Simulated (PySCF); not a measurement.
# SMILES CO[C@H]1[CH2][GeH2][C@@H]1F, C$_{4}$H$_{9}$FGeO

Geometry:
| atom | x (Å) | y (Å) | z (Å) |
| --- | --- | --- | --- |
| C1 | 2.288 | 0.027 | -0.056 |
| O2 | 1.031 | -0.593 | -0.167 |
| C3 | -0.014 | 0.251 | -0.611 |
| C4 | -1.168 | -0.690 | -0.966 |
| Ge5 | -1.638 | -0.721 | 0.966 |
| C6 | -0.596 | 0.957 | 0.623 |
| F7 | -1.470 | 1.960 | 0.242 |
| H8 | 2.980 | -0.744 | 0.278 |
| H9 | 2.283 | 0.846 | 0.670 |
| H10 | 2.617 | 0.418 | -1.026 |
| H11 | 0.326 | 0.919 | -1.414 |
| H12 | -1.920 | -0.177 | -1.562 |
| H13 | -0.832 | -1.582 | -1.486 |
| H14 | -3.074 | -0.530 | 1.393 |
| H15 | -0.965 | -1.751 | 1.827 |
| H16 | 0.144 | 1.419 | 1.278 |

Computed, not measured: TDDFT LC-wPBE/aug-cc-pVDZ circular dichroism and optical rotation, one conformer, gas phase (PySCF 2.14.0). Geometry: GFN2-xTB.

The molecule is flexible and this is one conformer; a measurement averages over conformers. The calculation is non-relativistic, which matters for the atoms heavier than Zn.

Q: Draw the ECD and absorption spectra from the lowest 8 states, each a Gaussian of half-width 0.25 eV at 1/e height.

A: 
```tsv
E (eV)	λ (nm)	Δε (L mol⁻¹ cm⁻¹)	ε (L mol⁻¹ cm⁻¹)
6.58	188	-0.11	43.8
6.73	184	-0.84	337
6.88	180	-3.00	1280
7.03	176	-3.68	2470
7.18	173	+6.67	3090
7.33	169	+30.46	4140
7.48	166	+43.12	5870
7.63	163	+21.26	6590
7.78	159	-12.09	6620
7.93	156	-24.58	7280
```
Δε uses R in velocity form, ε uses f in length form. Only the states computed contribute, so the short-wavelength end is incomplete.
